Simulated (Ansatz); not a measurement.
Basis-set extrapolation for C₈H₁₁N (`CCNc1ccccc1`) (PBE0-D4/def2-TZVP geometry, frozen core, the Gaussian-basis code of Ansatz). Multiplicity 1, RHF reference.

|  | def2-TZVPP | def2-QZVPP |
| --- | --- | --- |
| HF | -363.931362 | -363.947348 |
| MP2 correlation | -1.506311 | -1.602679 |
| CCSD(T) correlation | -1.628800 | not run |

Energies in hartree. Use E(X) = E(∞) + A·exp(−7.88·√X) for Hartree–Fock and E(X) = E(∞) + B·X^(−2.97) for correlation, with X = 3 and 4, and add CCSD(T) minus MP2 of the smaller set to the MP2 limit.

Problem. What is the CCSD(T) energy at the basis-set limit?

Solution. HF limit: -363.947348 + (-0.015986) × 0.13774 = -363.94955. MP2 limit: -1.602679 + (-0.096368) × 0.74074 = -1.67406. Higher-order term: -1.628800 − (-1.506311) = -0.12249. Total: -365.74610 hartree, 116.7 kcal/mol below CCSD(T)/def2-TZVPP.
